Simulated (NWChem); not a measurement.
# BH3SO2; SMILES OB(O)S

```xyz
7

B     -0.0079     0.4472     0.0000
O     -1.2000     1.1041     0.0000
H     -1.1430     2.0635     0.0000
O      1.2222     1.0355     0.0000
H      1.2149     1.9974     0.0000
S     -0.1015    -1.3740     0.0000
H      1.2361    -1.5486     0.0000
```
Atoms are numbered in this order, from 1.

Geometry: optimised at PBE0/def2-SVP.

 Unshifted, non-relativistic core excitations; the lowest 4 roots alone, so stronger bands may lie above.

Question: List the first S K-edge excitations from BHandHLYP/def2-TZVP, restricted-window TDA (NWChem).

Answer: 
```tsv
state	energy (eV)	dipole oscillator strength	leading excitation (squared amplitude)
S1	2445.7	0.0057	1s of atom 6 or its equivalents → LUMO+1 (0.76)
S2	2447.7	0.0017	1s of atom 6 or its equivalents → LUMO (0.60)
S3	2448.0	0.0018	1s of atom 6 or its equivalents → LUMO+2 (0.92)
S4	2449.3	0.0002	1s of atom 6 or its equivalents → LUMO+5 (0.52)
```
